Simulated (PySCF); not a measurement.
## Correlation energy of As (arsenic, neutral)

[Ar] 3d10 4s2 4p3, high-spin 4S determinant. Calculation: PySCF 2.14, in x2c-SVPall (5s4p3d, 32 functions); scalar relativity by spin-free X2C-1e. Frozen: [Ar] 3d10; 5 electrons correlated.

MP2 pair energies summed by pair of shells (mhartree):

| pair | energy | share (%) |
| --- | --- | --- |
| 4s-4p | -35.89 | 64.0 |
| 4p-4p | -12.68 | 22.6 |
| 4s-4s | -7.55 | 13.4 |

Total MP2 correlation energy: -56.11 mhartree.

Same-spin part -15.17 and opposite-spin part -40.95 mhartree; SCS-MP2 scales them by 1/3 and 6/5 to -54.19 mhartree.

| level | correlation energy (mhartree) |
| --- | --- |
| CCSD | -70.62 |
| (T) | -0.93 |
| CCSD(T) | -71.55 |

Diagnostics: T1 = 0.0028, D1 = 0.0073, largest double amplitude 0.060.

Question: Is a single reference adequate?

Answer: Yes, within this model without spin-orbit coupling: T1 lies below 0.03 and no double amplitude reaches 0.07.
